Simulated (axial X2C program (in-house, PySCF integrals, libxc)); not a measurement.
## Spin–orbit effects down a group: molecules with Be (ions), MP2

Computed with an in-house all-electron X2C program for linear molecules (integrals from PySCF), spin-free (one-electron X2C) or two-component (2c: spin–orbit coupling with atomic mean-field Coulomb and Gaunt terms, which also bring small scalar terms), in Dyall basis sets with cores contracted in-house; open shells are unrestricted.

Basis sets: Be dyall-cv3z, H dyall-v3z, Li dyall-cv3z, Na dyall-cv3z. Frozen shells (counts by l): BeH⁺ Be 1s, H none, 2 electrons correlated; LiBe⁺ Be 1s, Li 1s, 2 electrons correlated; NaBe⁺ Na 1s, Be 1s, 10 electrons correlated. Where the outer core of a metal is frozen, bonds come out longer and ionisation energies lower. Frozen cores can differ along the series, which adds to the trend.

```json
{"molecule": "BeH⁺", "spin-free state": "M_S = 0, Λ = 0", "Re (Å)": "1.309", "ωe (cm⁻¹)": "2269.7", "De (eV)": "2.90", "2c state": "Ω = 0", "Re 2c (Å)": "1.309", "ωe 2c (cm⁻¹)": "2269.6", "De 2c (eV)": "2.90"}
{"molecule": "LiBe⁺", "spin-free state": "M_S = 0, Λ = 0", "Re (Å)": "2.635", "ωe (cm⁻¹)": "316.5", "De (eV)": "0.62", "2c state": "Ω = 0", "Re 2c (Å)": "2.635", "ωe 2c (cm⁻¹)": "316.5", "De 2c (eV)": "0.62"}
{"molecule": "NaBe⁺", "spin-free state": "M_S = 0, Λ = 0", "Re (Å)": "2.968", "ωe (cm⁻¹)": "203.2", "De (eV)": "0.41", "2c state": "Ω = 0", "Re 2c (Å)": "2.968", "ωe 2c (cm⁻¹)": "203.2", "De 2c (eV)": "0.41"}
```

(1) Work out the shifts from the spin-free to the two-component result.

Fragments in 2c: Be+ + H, Be + Li+, Na+ + Be. Each entry is the lowest single determinant of a limited PBE0 search at one distance. De goes to single-determinant-based atoms at the same level (for ions the charge split of lowest energy) and is withheld (n/a) where an atom does not fit its ground term or J level. Main or longest-lived isotopes.

Answers

(1) 

| molecule | 2c state | ΔRe (Å) | Δωe (cm⁻¹) | ΔDe (eV) |
| --- | --- | --- | --- | --- |
| BeH⁺ | Ω = 0 | 0.000 | -0.1 | 0.00 |
| LiBe⁺ | Ω = 0 | 0.000 | 0.0 | 0.00 |
| NaBe⁺ | Ω = 0 | 0.000 | 0.0 | 0.00 |

Shifts of one unit in the last digit are rounding.
